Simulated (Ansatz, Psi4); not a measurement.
Approach curve of the dimer AlCl3 ··· H4OSi (SMILES [Cl][Al]([Cl])[Cl] and O[SiH3]), singlet. Monomers: optimised at B3LYP-D3(BJ) (def2-TZVP), held rigid. Orientation: lowest of the rigid-body minima from ten starts at GFN2-xTB (searched outside a hard wall at short contacts). R is the distance of the centres of mass, along which the second monomer moves. The shortest distances reach bonding range, where SAPT0 and rigid monomers are unreliable.

PBE/def2-TZVP, counterpoise-corrected (Psi4); PBE-D3(BJ)/def2-TZVP, counterpoise-corrected (Psi4); wB97M-V/def2-TZVP, counterpoise-corrected (Psi4); CCSD(T)/aug-cc-pVDZ = CCSD(T) on RHF/aug-cc-pVDZ, frozen core, counterpoise-corrected in Ansatz (a quantum-chemistry and plane-wave program).

Interaction energies in kJ/mol; the last columns give the difference from CCSD(T):

```csv
R / Å,PBE/def2-TZVP,PBE-D3(BJ)/def2-TZVP,wB97M-V/def2-TZVP,CCSD(T)/aug-cc-pVDZ,PBE/def2-TZVP − CCSD(T)/aug-cc-pVDZ,PBE-D3(BJ)/def2-TZVP − CCSD(T)/aug-cc-pVDZ,wB97M-V/def2-TZVP − CCSD(T)/aug-cc-pVDZ
2.82,-38.73,-54.02,-66.31,-32.80,-5.93,-21.22,-33.50
2.98,-53.01,-67.20,-77.73,-53.86,0.85,-13.34,-23.87
3.19,-52.93,-65.64,-73.80,-57.79,4.86,-7.85,-16.01
3.35,-47.41,-58.99,-65.47,-53.25,5.84,-5.75,-12.22
3.62,-36.07,-45.78,-49.89,-41.87,5.80,-3.91,-8.02
3.86,-27.10,-35.25,-37.79,-32.32,5.22,-2.93,-5.46
4.23,-16.98,-22.97,-23.92,-21.14,4.16,-1.83,-2.78
4.72,-9.17,-12.96,-12.96,-11.99,2.82,-0.97,-0.97
5.38,-4.18,-6.13,-5.98,-5.78,1.60,-0.35,-0.20
6.37,-1.39,-2.13,-2.16,-2.20,0.81,0.07,0.04
7.68,-0.43,-0.68,-0.72,-0.77,0.34,0.09,0.05
```

PBE/def2-TZVP is furthest from CCSD(T)/aug-cc-pVDZ at 2.82 (-5.93 kJ/mol, below); its mean absolute difference over the points is 3.48 kJ/mol.

PBE-D3(BJ)/def2-TZVP is furthest from CCSD(T)/aug-cc-pVDZ at 2.82 (-21.22 kJ/mol, below); its mean absolute difference over the points is 5.30 kJ/mol.

wB97M-V/def2-TZVP is furthest from CCSD(T)/aug-cc-pVDZ at 2.82 (-33.50 kJ/mol, below); its mean absolute difference over the points is 9.38 kJ/mol.
